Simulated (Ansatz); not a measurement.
Isolated molecules relaxed with PBE0-D4/def2-TZVP in Ansatz; ΔE leaves out vibrations. CCSD(T)/CBS adds triple-zeta CCSD(T) − MP2 to the extrapolated MP2 energy (def2 sets, frozen cores). Functionals use def2-TZVPP. B3LYP here is the variant with VWN-RPA as its local correlation; programs differ in this. One conformer a species, not always the lowest.

`CB(F)[SiH2]O` + `C[SiH](F)CN` → `CB(N)[SiH2]O` + `C[SiH](F)CF`  (redistribution)

`CB(F)[SiH2]O`:

Cartesian coordinates in Å:
```
C 0.585 1.597 -0.113
B -0.356 0.608 0.637
F -1.007 1.041 1.718
Si -0.655 -1.347 0.118
O 0.117 -1.765 -1.288
H 1.623 1.336 0.138
H 0.430 2.642 0.166
H 0.509 1.487 -1.198
H -2.097 -1.604 -0.138
H -0.224 -2.231 1.245
H 1.075 -1.763 -1.285
```

`C[SiH](F)CN`:

```xyz
13

C     0.924    1.646   -0.083
Si   -0.657    0.703    0.125
F    -1.819    1.428   -0.719
C    -0.505   -1.069   -0.463
N     0.372   -1.764    0.480
H     1.732    1.110    0.423
H     0.853    2.649    0.343
H     1.187    1.740   -1.140
H    -1.093    0.699    1.550
H    -1.493   -1.530   -0.610
H    -0.021   -1.053   -1.445
H     0.598   -2.696    0.158
H    -0.078   -1.863    1.381
```

`CB(N)[SiH2]O`:

Z-matrix (Å, degrees):
```
C
B 1 1.572
H 1 1.095 2 114.0
H 1 1.096 2 110.2 3 121.4
H 1 1.095 2 111.1 3 -122.4
N 2 1.393 1 120.4 3 -3.7
Si 2 2.030 1 122.3 3 177.2
H 6 1.009 2 123.0 1 -1.1
H 6 1.006 2 123.6 1 179.6
O 7 1.663 2 113.7 1 -45.9
H 7 1.502 2 109.9 1 -169.9
H 7 1.490 2 111.9 1 71.8
H 10 0.958 7 116.6 2 -53.3
```

`C[SiH](F)CF`:

```xyz
11

C    -1.312   -0.413   -0.772
Si    0.485   -0.027   -0.559
F     0.887    1.240   -1.461
C     0.878    0.456    1.224
F     0.508   -0.600    2.060
H    -1.933    0.453   -0.528
H    -1.532   -0.717   -1.797
H    -1.594   -1.232   -0.105
H     1.344   -1.163   -0.974
H     1.944    0.655    1.375
H     0.324    1.348    1.536
```

```json
{"species": "`CB(F)[SiH2]O`", "B3LYP energy (Eh)": "-531.36495"}
{"species": "`C[SiH](F)CN`", "B3LYP energy (Eh)": "-525.32998"}
{"species": "`CB(N)[SiH2]O`", "B3LYP energy (Eh)": "-487.45581"}
{"species": "`C[SiH](F)CF`", "B3LYP energy (Eh)": "-569.23129"}
```

Task: Work out ΔE.

Result: ΔE = (-487.45581) + (-569.23129) − (-531.36495) − (-525.32998) = 0.00783 Eh = +0.21 eV. CCSD(T)/CBS gives +0.27 eV.

Largest T1 diagnostic among the species: 0.013.

From PBE to PBE0 (25 % exact exchange), in def2-TZVPP and without D4, ΔE moves by +0.04 eV.
